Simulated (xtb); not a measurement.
A run for xtb: GFN2-xTB on CH4 (SMILES C).

```
$ xtb mol.xyz --gfn 2 --sp --chrg 0 --uhf 0
5

C      0.00000000     0.00000000    -0.00000000
H      0.62892441     0.62892441     0.62892441
H     -0.62892441    -0.62892441     0.62892441
H      0.62892442    -0.62892442    -0.62892441
H     -0.62892442     0.62892442    -0.62892441
```

Program output:

```
[...]
           -------------------------------------------------
          |                Calculation Setup                |
           -------------------------------------------------



           -------------------------------------------------
          |                 G F N 2 - x T B                 |
           -------------------------------------------------

        Reference                      10.1021/acs.jctc.8b01176
      * Hamiltonian:
        H0-scaling (s, p, d)           1.850000    2.230000    2.230000
        zeta-weighting                 0.500000
      * Dispersion:
        s8                             2.700000
        a1                             0.520000
        a2                             5.000000
        s9                             5.000000
      * Repulsion:
        kExp                           1.500000    1.000000
        rExp                           1.000000
      * Coulomb:
        alpha                          2.000000
        third order                    shell-resolved
        anisotropic                    true
        a3                             3.000000
        a5                             4.000000
        cn-shift                       1.200000
        cn-exp                         4.000000
        max-rad                        5.000000


          ...................................................
          :                      SETUP                      :
          :.................................................:
          :  # basis functions                   8          :
          :  # atomic orbitals                   8          :
          :  # shells                            6          :
          :  # electrons                         8          :
          :  max. iterations                   250          :
          :  Hamiltonian                  GFN2-xTB          :
          :  restarted?                      false          :
          :  GBSA solvation                  false          :
          :  PC potential                    false          :
          :  electronic temp.          300.0000000     K    :
          :  accuracy                    1.0000000          :
          :  -> integral cutoff          0.2500000E+02      :
          :  -> integral neglect         0.1000000E-07      :
          :  -> SCF convergence          0.1000000E-05 Eh   :
          :  -> wf. convergence          0.1000000E-03 e    :
          :  Broyden damping             0.4000000          :
          :  net charge                          0          :
          :  unpaired electrons                  0          :
          ...................................................

 iter      E             dE          RMSdq      gap      omega  full diag
   1     -4.2306955 -0.423070E+01  0.237E+00   17.39       0.0  T
   2     -4.2432728 -0.125772E-01  0.857E-01   17.21       1.0  T
   3     -4.2434238 -0.151050E-03  0.470E-01   17.11       1.0  T
   4     -4.2434702 -0.463475E-04  0.920E-02   17.00       1.0  T
   5     -4.2434701  0.142097E-07  0.642E-03   16.99       7.0  T
   6     -4.2434703 -0.120037E-06  0.186E-04   16.99     241.0  T
   7     -4.2434703 -0.103725E-09  0.440E-07   16.99  100000.0  T

   *** convergence criteria satisfied after 7 iterations ***

         #    Occupation            Energy/Eh            Energy/eV
      -------------------------------------------------------------
         1        2.0000           -0.5805957             -15.7988
         2        2.0000           -0.4669294             -12.7058
         3        2.0000           -0.4669294             -12.7058
         4        2.0000           -0.4669294             -12.7058 (HOMO)
         5                          0.1575480               4.2871 (LUMO)
         6                          0.2179079               5.9296
         7                          0.2179079               5.9296
         8                          0.2179080               5.9296
      -------------------------------------------------------------
                  HL-Gap            0.6244774 Eh           16.9929 eV
             Fermi-level           -0.1546907 Eh           -4.2093 eV

 SCC (total)                   0 d,  0 h,  0 min,  0.003 sec
 SCC setup                      ...        0 min,  0.000 sec (  5.078%)
 Dispersion                     ...        0 min,  0.000 sec (  4.467%)
 classical contributions        ...        0 min,  0.000 sec (  2.273%)
 integral evaluation            ...        0 min,  0.000 sec (  6.842%)
 iterations                     ...        0 min,  0.002 sec ( 62.195%)
 molecular gradient             ...        0 min,  0.000 sec ( 12.022%)
 printout                       ...        0 min,  0.000 sec (  6.569%)

         :::::::::::::::::::::::::::::::::::::::::::::::::::::
         ::                     SUMMARY                     ::
         :::::::::::::::::::::::::::::::::::::::::::::::::::::
         :: total energy              -4.175087062816 Eh    ::
         :: gradient norm              0.009634977897 Eh/a0 ::
         :: HOMO-LUMO gap             16.992893817320 eV    ::
         ::.................................................::
         :: SCC energy                -4.243470255374 Eh    ::
         :: -> isotropic ES            0.001977654422 Eh    ::
         :: -> anisotropic ES          0.002463154997 Eh    ::
         :: -> anisotropic XC          0.003758001840 Eh    ::
         :: -> dispersion             -0.000662189283 Eh    ::
         :: repulsion energy           0.068383192559 Eh    ::
         :: add. restraining           0.000000000000 Eh    ::
         :: total charge              -0.000000000000 e     ::
         :::::::::::::::::::::::::::::::::::::::::::::::::::::

           -------------------------------------------------
          |                Property Printout                |
           -------------------------------------------------

    * Orbital Energies and Occupations

         #    Occupation            Energy/Eh            Energy/eV
      -------------------------------------------------------------
         1        2.0000           -0.5805957             -15.7988
         2        2.0000           -0.4669294             -12.7058
         3        2.0000           -0.4669294             -12.7058
         4        2.0000           -0.4669294             -12.7058 (HOMO)
         5                          0.1575480               4.2871 (LUMO)
         6                          0.2179079               5.9296
         7                          0.2179079               5.9296
         8                          0.2179080               5.9296
      -------------------------------------------------------------
                  HL-Gap            0.6244774 Eh           16.9929 eV
             Fermi-level           -0.1546907 Eh           -4.2093 eV

     #   Z          covCN         q      C6AA      α(0)
     1   6 C        3.698    -0.153    23.642     6.954
     2   1 H        0.925     0.038     2.472     2.459
     3   1 H        0.925     0.038     2.472     2.459
     4   1 H        0.925     0.038     2.472     2.459
     5   1 H        0.925     0.038     2.472     2.459

 Mol. C6AA /au·bohr⁶  :        123.988344
 Mol. C8AA /au·bohr⁸  :       2298.592784
 Mol. α(0) /au        :         16.789659


Wiberg/Mayer (AO) data.
largest (>0.10) Wiberg bond orders for each atom

 ---------------------------------------------------------------------------
     #   Z sym  total        # sym  WBO       # sym  WBO       # sym  WBO
 ---------------------------------------------------------------------------
     1   6 C    3.994 --     5 H    0.998     4 H    0.998     3 H    0.998
                             2 H    0.998
     2   1 H    0.999 --     1 C    0.998
Note: The following floating-point exceptions are signalling: IEEE_DENORMAL
normal termination of xtb
     3   1 H    0.999 --     1 C    0.998
     4   1 H    0.999 --     1 C    0.998
     5   1 H    0.999 --     1 C    0.998
 ---------------------------------------------------------------------------

Topologies differ in total number of bonds
Writing topology from bond orders to xtbtopo.mol

molecular dipole:
                 x           y           z       tot (Debye)
 q only:       -0.000       0.000       0.000
   full:       -0.000       0.000       0.000       0.000
molecular quadrupole (traceless):
                xx          xy          yy          xz          yz          zz
 q only:        0.000       0.000       0.000       0.000      -0.000      -0.000
  q+dip:        0.000      -0.000       0.000       0.000      -0.000      -0.000
   full:        0.000      -0.000       0.000       0.000      -0.000      -0.000


           -------------------------------------------------
          | TOTAL ENERGY               -4.175087062816 Eh   |
          | GRADIENT NORM               0.009634977897 Eh/α |
          | HOMO-LUMO GAP              16.992893817320 eV   |
           -------------------------------------------------

------------------------------------------------------------------------
------------------------------------------------------------------------
 total:
 SCF:
```

The run finished.

Cost: roughly 0.07 core-seconds.
